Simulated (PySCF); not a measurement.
# Os²⁺ (osmium, charge +2) across methods

[Xe] 4f14 5d5 6s1, high-spin 7S determinant (an excited configuration). Calculation: PySCF 2.14, in def2-QZVPPD with the def2 core potential (60 electrons); scalar relativity through the core potential.

```csv
method,E (hartree),mean ε 5p β (eV),mean ε 5d α (eV),mean ε 6s α (eV),Σ⟨r²⟩ (bohr²),⟨S²⟩
B97-3,-89.6236,-70.585,-28.462,-23.658,34.73,12.000
BP86,-89.7159,-68.118,-26.839,-23.095,34.86,12.000
r2SCAN,-89.6805,-68.590,-27.379,-23.288,34.68,12.001
LDA,-89.4187,-67.847,-26.819,-23.248,35.06,12.000
HSE06,-89.6162,-69.801,-28.154,-23.390,34.84,12.001
UHF,-89.03263,-75.906,-33.209,-25.783,34.94,12.002
PBE,-89.6456,-67.865,-26.802,-22.964,34.90,12.000
PBE0,-89.6185,-70.219,-28.588,-23.802,34.81,12.001
CAM-B3LYP,-89.5558,-71.772,-29.762,-24.899,34.88,12.000
```

Energies and moments cover only the electrons outside the core potential. Spin-orbit coupling, which splits the p, d and f shells strongly at this Z, is absent.
